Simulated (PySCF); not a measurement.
Two species compared at the same levels of theory.

First species: C₈H₉F₃O.
InChI=1S/C8H9F3O/c9-8(10,11)7(12)6-2-4-1-5(4)3-6/h4-6H,1-3H2/t4-,5+,6+

Second species: 1-methyl-4-(methylsulfinyl)benzene, C8H10OS.
Atom-mapped SMILES: `[CH3:1][c:2]1[cH:3][cH:4][c:5]([S@@:6]([CH3:7])=[O:8])[cH:9][cH:10]1` (hydrogens: H11, H12, H13 on C1; H14 on C3; H15 on C4; H16, H17, H18 on C7; H19 on C9; H20 on C10)

Levels: PBE0/pcSseg-1 for HOMO energy, LUMO energy and HOMO–LUMO gap. Geometries: GFN2-xTB. Each structure is a single optimised conformer of the isolated species, non-relativistic unless stated; the electronic structure was computed with PySCF and density fitting.

Dipoles, sizes and rotational constants follow the conformer. The torsions of the flexible species, by atom-mapped SMILES:
- `[CH3:1][c:2]1[cH:3][cH:4][c:5]([S@@:6]([CH3:7])=[O:8])[cH:9][cH:10]1`: C4–C5–S6–C7 -102°

The conformers of `O=C([C@@H]1C[C@@H]2C[C@@H]2C1)C(F)(F)F` aren't listed.

Values for the first species:

- HOMO energy: -7.94 eV
- LUMO energy: -1.55 eV
- HOMO–LUMO gap: 6.39 eV

**Question.** Estimate the same properties for the second species, and the change in each.

**Answer.** 
| property | first | second | second less first |
| --- | --- | --- | --- |
| HOMO energy | -7.94 eV | -6.62 eV | +1.32 eV |
| LUMO energy | -1.55 eV | -0.67 eV | +0.88 eV |
| HOMO–LUMO gap | 6.39 eV | 5.95 eV | -0.44 eV |

